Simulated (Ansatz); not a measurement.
`C[O][Sn][F]` + dimethylamine → `C[N](C)[Sn][F]` + CH₃OH at 700 K and 1 bar (ligand exchange at the Sn–O bond).

Isolated molecules relaxed with PBE0-D4/def2-TZVP in Ansatz; ΔE leaves out vibrations. CCSD(T)/CBS is the MP2 limit (def2-TZVPP, def2-QZVPP) plus CCSD(T) − MP2 in def2-TZVPP, frozen cores. This one scheme is used for every species. Elements past krypton have def2 core potentials. For Sn outer-core shells are correlated without core-valence functions, which leaves a few kJ/mol of doubt a bond. One conformer a species, not always the lowest.

| species | CCSD(T)/CBS energy (Eh) | H − E (kJ/mol) | S (J/(mol·K)) |
| --- | --- | --- | --- |
| `C[O][Sn][F]` | -428.91146 | 169.2 | 412.2 |
| `CNC` | -135.00321 | 296.9 | 352.4 |
| `C[N](C)[Sn][F]` | -448.28993 | 295.2 | 469.3 |
| CH₃OH | -115.61712 | 170.8 | 288.5 |

H − E and S are ideal-gas, rigid-rotor, harmonic terms from PBE0-D4/def2-TZVP, for one conformer and one mirror image of each species. 1 Eh = 2625.50 kJ/mol, R = 8.31446 J/(mol·K).

Question: By hand: ΔE, ΔH, ΔS and ΔG.

Answer: ΔE = (-448.28993) + (-115.61712) − (-428.91146) − (-135.00321) = 0.00762 Eh = 20.0 kJ/mol. Δ(H − E) = 295.2 + 170.8 − 169.2 − 296.9 = -0.1, so ΔH = 19.9 kJ/mol. ΔS = 469.3 + 288.5 − 412.2 − 352.4 = -6.8 J/(mol·K). ΔG = 19.9 − 700 × (-6.8)/1000 = 24.7 kJ/mol.

Question: By hand: the equilibrium constant, and the temperature at which ΔG would vanish if ΔH and ΔS stayed fixed.

Answer: log₁₀ K = −ΔG/(RT ln 10) = -1.8. ΔH and −TΔS have one sign here, so there is no such temperature.

The number of gas molecules stays the same, so ΔS is small and ΔH decides. A doubt of 5 kJ/mol in ΔE shifts log₁₀ K by 0.4 here. Other conformers and mirror images would add mixing entropy, several J/(mol·K) or more a flexible species. These are equilibria of isolated gas molecules and say nothing of rates. Largest T1 diagnostic: 0.017 (customary marks: 0.02 for closed shells, 0.045 for open ones).

ΔS is within the doubt of such terms, so its sign, and with it that verdict, could turn.
